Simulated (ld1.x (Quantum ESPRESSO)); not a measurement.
**phosphorus (P): one change to a TM potential, before and after**

ld1.x (Quantum ESPRESSO) 7.5 input, shortened:

```
&input
   title='P', zed=15., rel=0, dft='PBESOL', iswitch=3,
   config='[Ne] 3s2 3p3'
 /
 &inputp
   pseudotype=2, tm=.true., lloc=1,
   nlcc=.true., new_core_ps=.true., rcore=0.90
 /
2
3S  1  0   2.00   0.00  1.75  1.75  0.0
3P  2  1   3.00   0.00  1.85  1.85  0.0
 &test
   configts(1)='3s2 3p3'
 /
```

Change: all radii but the core radius scaled by about 0.79 (s 1.38, p 1.46 bohr).

Cutoffs: the cutoffs (Ry, on a coarse ladder) from which the occupation-weighted sum of valence levels, in a spherical-Bessel basis at the reference potential, stays within 10 and 1 mRy of its value at 400 Ry; they do not see the model core or the augmentation charge, which bear on the density cutoff. Errors are all-electron minus pseudo energies relative to the spin-unpolarised reference configuration.

Q: Predict the effect on cutoff, ghosts and configuration errors.

A: The potential gets harder (21 Ry and 45 Ry → 35 Ry and 70 Ry); of the 7 tests that both files solve, the error grows in 1 and shrinks in 3 by more than 15 % and 0.3 meV (median size 3.2 → 5.9 meV); neither file shows a bound ghost. A smaller radius makes the pseudo-wave follow the all-electron one further in, where it bends more sharply, so more plane waves are needed.

| quantity | base | changed |
| --- | --- | --- |
| cutoff, loose | 21 Ry | 35 Ry |
| cutoff, tight | 45 Ry | 70 Ry |
| loose cutoff by channel (10 mRy a level) | s 15 Ry, p 8 Ry | s 18 Ry, p 8 Ry |
| bound ghosts | none | none |
| error for 3s2 3p2, meV [ΔE 9.71 eV] | +3.2 | +3.1 |
| error for 3s2 3p1, meV [ΔE 28.83 eV] | +22 | +20 |
| error for 3s2 3p0, meV [ΔE 58.55 eV] | +77 | +59 |
| error for 3s2 3p3.3, meV [ΔE -1.30 eV] | +0.1 | +0.1 |
| error for 3s1 3p3, meV [ΔE 18.71 eV] | +1.0 | +5.9 |
| error for 3s1 3p4, meV [ΔE 8.42 eV] | -3.1 | +0.2 |
| error for 3s1 3p0, meV [ΔE 110.34 eV] | +149 | +126 |
